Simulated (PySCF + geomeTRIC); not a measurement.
All values below come from TPSS-D3(BJ)/def2-SVP run with PySCF + geomeTRIC. fastk is a local helper that only speeds up exchange builds. No frequencies were computed at this level.

```python
import json, numpy as np
from pyscf import gto, dft
from fastk import lowrank_exchange
atoms = """
Cd    -0.000002    -0.000006    -0.000001
Cl     1.160511    -0.630907     1.890667
Cl    -1.160507     0.630916    -1.890667
"""
def scf(charge, spin, dm0=None):
    mol = gto.M(atom=atoms, basis='def2-svp', ecp={'Cd': 'def2-svp'}, charge=charge, spin=spin, verbose=3, max_memory=5040)
    mf = dft.KS(mol, xc='tpss').density_fit(auxbasis="def2-universal-jkfit")
    mf.disp = 'd3bj'
    mf.grids.level = 3
    mf.conv_tol = 1e-8
    mf.max_cycle = 120
    mf.level_shift = 0.25
    mf.kernel(dm0)
    if not mf.converged:
        mf = mf.newton().run(mf.mo_coeff, mf.mo_occ).undo_soscf()
    return mf
mf = scf(0, 0)
from pyscf.geomopt.geometric_solver import kernel as optimize
path = []
done, mol = optimize(mf, maxsteps=120, assert_convergence=False, callback=lambda env: path.append((env["energy"], bool(env["g_scanner"].converged))))
res = dict(converged=bool(done and path[-1][1]), energy=path[-1][0], path=[e for e, c in path], xyz=mol.atom_coords(unit="Angstrom").tolist(), nao=mol.nao)
json.dump(res, open("result.json", "w"))
```

Output:

```
converged SCF energy = -1087.9071185671
Geometry optimization cycle 1
converged SCF energy = -1087.90711856709
cycle 1: E = -1087.90711857  dE = -1087.91  norm(grad) = 0.00619539
Geometry optimization cycle 2
converged SCF energy = -1087.90726013394
cycle 2: E = -1087.90726013  dE = -0.000141567  norm(grad) = 0.000351716
Geometry optimization cycle 3
converged SCF energy = -1087.90726100089
cycle 3: E = -1087.907261  dE = -8.66946e-07  norm(grad) = 0.000141433
<class 'geometric.internal.Distance'> : 2
<class 'geometric.internal.LinearAngle'> : 2
<class 'geometric.internal.TranslationX'> : 1
<class 'geometric.internal.TranslationY'> : 1
<class 'geometric.internal.TranslationZ'> : 1
<class 'geometric.internal.RotationA'> : 1
<class 'geometric.internal.RotationB'> : 1
<class 'geometric.internal.RotationC'> : 1
Step    0 : Gradient = 3.577e-03/4.381e-03 (rms/max) Energy = -1087.9071185671
Step    1 : Displace = 1.311e-02/1.606e-02 (rms/max) Trust = 1.000e-01 (=) Grad = 2.031e-04/2.487e-04 (rms/max) E (change) = -1087.9072601339 (-1.416e-04) Quality = 1.061
Step    2 : Displace = 7.880e-04/9.651e-04 (rms/max) Trust = 1.414e-01 (+) Grad = 8.166e-05/1.000e-04 (rms/max) E (change) = -1087.9072610009 (-8.669e-07) Quality = 0.857
Converged! =D
```

Cost: very roughly 29 core-seconds.
